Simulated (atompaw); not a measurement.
**u(r) = r·R(r): atom against pseudo-atom (V)**

Columns: radius, all-electron u(r) and pseudo u(r) of the 4s shell (level -3.87 eV) of vanadium in the configuration [Ar] 3d4 4s1 4p0; PBE, scalar-relativistic, PAW (atompaw) scheme, atompaw 4.2.0.5.

| r (bohr) | all-electron | pseudo |
| --- | --- | --- |
| 0.106 | 0.0407 | 0.0234 |
| 0.212 | 0.1453 | 0.0469 |
| 0.317 | 0.0662 | 0.0704 |
| 0.423 | -0.0676 | 0.0945 |
| 0.529 | -0.1758 | 0.1190 |
| 0.635 | -0.2336 | 0.1440 |
| 0.740 | -0.2424 | 0.1693 |
| 0.846 | -0.2133 | 0.1953 |
| 0.952 | -0.1589 | 0.2218 |
| 1.058 | -0.0898 | 0.2487 |
| 1.163 | -0.0149 | 0.2757 |
| 1.269 | 0.0617 | 0.3030 |
| 1.375 | 0.1356 | 0.3303 |
| 1.481 | 0.2046 | 0.3573 |
| 1.587 | 0.2676 | 0.3839 |
| 1.692 | 0.3234 | 0.4095 |
| 1.798 | 0.3730 | 0.4343 |
| 1.904 | 0.4160 | 0.4578 |
| 2.010 | 0.4527 | 0.4798 |
| 2.115 | 0.4832 | 0.4998 |
| 2.221 | 0.5087 | 0.5180 |
| 2.327 | 0.5292 | 0.5338 |
| 2.433 | 0.5453 | 0.5471 |
| 2.538 | 0.5572 | 0.5577 |
| 2.644 | 0.5656 | 0.5657 |
| 2.750 | 0.5708 | 0.5708 |

**Question.** How many radial nodes do the two functions have?

**Answer.** The all-electron 4s function has n − l − 1 = 3 (the table is too coarse to show those close to the nucleus); the pseudo-wave has 0, since the states of the same l below it are removed with the core.

**Question.** Is the pseudo-wave norm-conserving?

**Answer.** No, it belongs to a PAW set: the norm inside the radius is not constrained, and the difference is carried by the augmentation charge.
